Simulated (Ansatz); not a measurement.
Input for Ansatz (a quantum-chemistry and plane-wave program): R-r2SCAN/def2-TZVPP on BrClH2MoN2 (SMILES [NH]=[Mo](=[NH])([Cl])[Br]), atoms moved off the minimum. Elements past Kr take the def2 small-core potentials; no spin–orbit coupling.

Ansatz 0.2 input:
```yaml
crystal:
  periodic: [false, false, false]
  atoms:
    - {symbol: Mo, position_ang: [0.03861613, -0.32228216, -0.43148175]}
    - {symbol: N, position_ang: [1.24018849, -1.67377106, -0.56891050]}
    - {symbol: H, position_ang: [1.94492716, -2.07053447, -0.94838050]}
    - {symbol: N, position_ang: [-0.00958532, 0.46749186, -2.02417235]}
    - {symbol: H, position_ang: [0.36683397, 0.65734019, -2.91208795]}
    - {symbol: Cl, position_ang: [-2.04343695, -1.29301759, -0.17527001]}
    - {symbol: Br, position_ang: [0.61102387, 1.34739625, 1.19604176]}
basis:
  gaussian:
    orbitals: def2-TZVPP
hamiltonian:
  xc: {name: r2SCAN}
scf: {lower_state_search: off}
output: {forces: true}
```

Program output:

```
WARN ansatz: RAYON_NUM_THREADS=8 ignored (pool sized by the plan → 8); use --threads N
Functional definition: r2SCAN
these checks for a lower state are left out or cut short: stability, starts, cluster_reference, orbital_swaps, neighbouring_geometries, increment
integrals: 0.21 GiB planned
1397 factors; their error is unknown
0.30 GiB of the device are held for the grids
1.33 GiB of device memory are held for the factors and their scratch space
mean field: 1.08 GiB planned
mean field evaluation 1: about -87415.2218 eV, gradient 1.1e2 eV
mean field evaluation 2: about -87112.6100 eV, gradient 3.3e2 eV
mean field evaluation 4: about -87422.8676 eV, gradient 9.3e1 eV
mean field evaluation 8: about -87441.2890 eV, gradient 1.8e0 eV
mean field evaluation 16: about -87441.2583 eV, gradient 7.3e-4 eV
mean field -87441.25825265 eV, -3213.4069709712 hartree, gradient 3.1e-6 eV, S^2 0.000000; 0 other end points of the search recorded, 0 dependent functions left out
the calculation of the forces begins
reference -87441.25827052 eV, -3213.4069716281 hartree; 41, 41 occupied and 195, 195 virtual orbitals, 1397 factors
Total energy: -87441.25827052 eV, -3213.4069716281 hartree
Atom 0 at     0.038616    -0.322282    -0.431482 Å, force     1.268026    -2.350074    -3.536213 eV/Å
Atom 1 at     1.240188    -1.673771    -0.568910 Å, force    -8.288182     6.320942     4.334332 eV/Å
Atom 2 at     1.944927    -2.070534    -0.948380 Å, force     6.117580    -3.539745    -3.527690 eV/Å
Atom 3 at    -0.009585     0.467492    -2.024172 Å, force    -0.523041    -0.945193     3.914057 eV/Å
Atom 4 at     0.366834     0.657340    -2.912088 Å, force     0.566530     0.135712    -1.391727 eV/Å
Atom 5 at    -2.043437    -1.293018    -0.175270 Å, force     0.688958     0.335441     0.037046 eV/Å
Atom 6 at     0.611024     1.347396     1.196042 Å, force     0.170128     0.042917     0.170195 eV/Å
Dipole moment:     0.412359     0.012874    -0.393282 e Å
Checks for a lower state left out: stability, starts, cluster_reference, orbital_swaps, neighbouring_geometries, increment
```

The calculation finished and met its thresholds.
